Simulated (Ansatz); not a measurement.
Pulling on the O3–H4 bond in BH3O2 (SMILES OBO) (multiplicity 1 held, fragments rigid). Energies count from the point at 0.965 Å.
Geometry at that point (charge 0, multiplicity 1):
```xyz
6

B     -0.32498    -0.27209    -0.23352
H     -1.10969    -0.98710    -0.77860
O     -0.27462     1.03161    -0.60532
H      0.38596     1.53678    -0.11517
O      0.51653    -0.72311     0.74487
H      0.41334    -1.65727     0.94491
```

Signs of static correlation in cc-pVDZ, with CASSCF(4,3), from Ansatz (a program for electronic structure) runs.

| R (Å) | T1 of restricted CCSD | ⟨S²⟩ of UHF | largest double amplitude of restricted CCSD | weight of the CASSCF reference in MRCISD | CASSCF natural occupations |
|---|---|---|---|---|---|
| 0.772 | 0.013 | 0.000 | 0.034 | 0.904 | 2.00 1.99 0.01 |
| 0.869 | 0.014 | 0.000 | 0.035 | 0.903 | 2.00 1.99 0.01 |
| 0.965 | 0.014 | 0.000 | 0.035 | 0.903 | 2.00 1.98 0.02 |
| 1.062 | 0.014 | 0.000 | 0.035 | 0.902 | 2.00 1.97 0.03 |
| 1.158 | 0.015 | 0.000 | 0.036 | 0.902 | 2.00 1.96 0.04 |
| 1.303 | 0.016 | 0.000 | 0.039 | 0.901 | 2.00 1.93 0.07 |
| 1.448 | 0.017 | 0.264 | 0.083 | 0.901 | 2.00 1.89 0.11 |
| 1.689 | 0.021 | 0.727 | [?] | 0.901 | 2.00 1.77 0.23 |
| 1.931 | 0.025 | 0.893 | 0.321 | 0.902 | 2.00 1.61 0.39 |
| 2.220 | 0.032 | 0.966 | 0.467 | 0.902 | 2.00 1.41 0.59 |
| 2.606 | 0.038 | 0.996 | [?] | 0.903 | 2.00 1.23 0.77 |
| 3.089 | 0.042 | 1.005 | 0.752 | 0.903 | 2.00 1.10 0.90 |

Complete the blanks.


- 1.689, largest double amplitude of restricted CCSD: 0.195
- 2.606, largest double amplitude of restricted CCSD: 0.625

Doubts at one or more of the structures used: active orbitals that take no part (SC-NEVPT2 on CASSCF(4,3)/cc-pVDZ); a restricted determinant that unrestricted orbitals would lower (R-CCSD(T)/cc-pVDZ); other coupled-cluster roots lie near (R-CCSD(T)/cc-pVDZ); a spin-contaminated determinant (U-CCSD(T)/cc-pVDZ); T1 above 0.05 (U-CCSD(T)/cc-pVDZ).
